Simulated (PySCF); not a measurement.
Compound: C4H4F4OS.
Z-matrix (Å and degrees, GFN2-xTB geometry), rows numbered from 1:
```
F 
C   1  1.3420
F   2  1.3405  1  107.74
C   2  1.5471  1  109.69  3  -119.68
F   4  1.3586  2  108.46  1  -174.57
F   4  1.3664  2  108.04  1   -62.69
O   4  1.3340  2  110.93  1    60.50
C   7  1.4091  4  116.91  2  -179.86
C   8  1.4778  7  115.35  4  -171.03
S   8  1.7957  7  117.86  4   -96.06
H   2  1.1005  1  109.42  3   118.93
H   8  1.0858  7  113.27  4    44.04
H   9  1.0811  8  116.82 10  -107.07
H   9  1.0810  8  118.47 10   107.54
```

NICS = −σ at a ghost point: NICS(0) at the centroid of the ring atoms, NICS(1) 1 Å to either side along the normal of their mean plane, zz for the tensor component along that normal. Level: GIAO PBE0/pcSseg-1 (PySCF, non-relativistic, gas phase) on the GFN2-xTB geometry, one conformer.

Ring bond lengths (Å), with Mayer bond orders in brackets: C8–C9 1.478 (0.99), C9–S10 1.802 (0.95), S10–C8 1.796 (1.02).

**Question.** Give the NICS values of each ring in ppm.

**Answer.** 
```json
{"ring": "C8–C9–S10", "type": "3-membered ring with S; formal bonds all single", "NICS(0)": "-45.2", "NICS(1), two faces": "-9.3 / -7.0", "NICS(1)zz, two faces": "-23.8 / -16.7", "rms pucker (Å)": "0.00", "centre to ring atoms, mean (Å)": "0.98"}
```

**Question.** What do they say, and how far can they be read as aromaticity?

**Answer.** 
- C8–C9–S10: mean NICS(1)zz -20.3 ppm, shielded. C8, C9 have four or more neighbours, so the value isn't read as a sign of a π ring current. The two faces differ by 7.1 ppm, so no symmetry operation interchanges them. NICS(0) lies 37 ppm below the mean NICS(1).

**Question.** At the first NICS(1) probe listed for ring C8–C9–S10, 1 Å off the ring, how large is the induced field along the normal in 11.7 T applied along it?

**Answer.** NICSzz × B0 = -23.8 ppm × 11.7 T = -278 μT, against the applied field.

**Question.** List the ring angles and the Hirshfeld charges of the ring atoms.

**Answer.** 
- C8–C9–S10: C8 66.0° (+0.034 e), C9 65.5° (-0.073 e), S10 48.5° (-0.041 e); sum 180.0° against 180° for a flat convex ring.

Cost: about 1.6 min of CPU time on one thread (grids of density and orbitals included); the machine was shared, so the figure is rough. This is the whole shielding run at PBE0/pcSseg-1, SCF included.
